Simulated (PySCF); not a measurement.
Finite-field polarisability of Si (silicon, neutral)

[Ne] 3s2 3p2, high-spin 3P determinant. Calculation: PySCF 2.14, in aug-cc-pCVTZ-DK with one added diffuse shell each of s, p, d, f type (9s8p6d4f, 91 functions); scalar relativity by spin-free X2C-1e. Frozen: [Ne]. Energy changes in a uniform field (μhartree):

```json
{"axis": "x", "F (au)": "0.0025", "HF": "-101.800", "MP2": "-100.777", "CCSD": "-99.431", "CCSD(T)": "-99.605"}
{"axis": "x", "F (au)": "0.005", "HF": "-407.467", "MP2": "-403.415", "CCSD": "-398.021", "CCSD(T)": "-398.721"}
{"axis": "y", "F (au)": "0.0022", "HF": "-100.784", "MP2": "-99.170", "CCSD": "-97.894", "CCSD(T)": "-98.043"}
{"axis": "y", "F (au)": "0.0044", "HF": "-403.796", "MP2": "-397.353", "CCSD": "-392.234", "CCSD(T)": "-392.839"}
```

By symmetry the remaining axis equals y.

Problem. Derive α along x at CCSD(T) from the two fields.

Solution. With ΔE = −αF²/2 − γF⁴/24, α = −(16 ΔE(F) − ΔE(2F))/(6F²) = 31.87 bohr³.

Problem. And the mean polarisability at each level?

Solution. The components xx, yy, zz at CCSD(T) are 31.87, 40.49, 40.49, the third axis being equal by symmetry to one of the two computed. Means: HF 38.61, MP2 38.05, CCSD 37.56, CCSD(T) 37.62 bohr³. Reference: 37.3 ± 0.7 bohr³ (recommended; Schwerdtfeger and Nagle, table of static dipole polarizabilities (2023 update)).
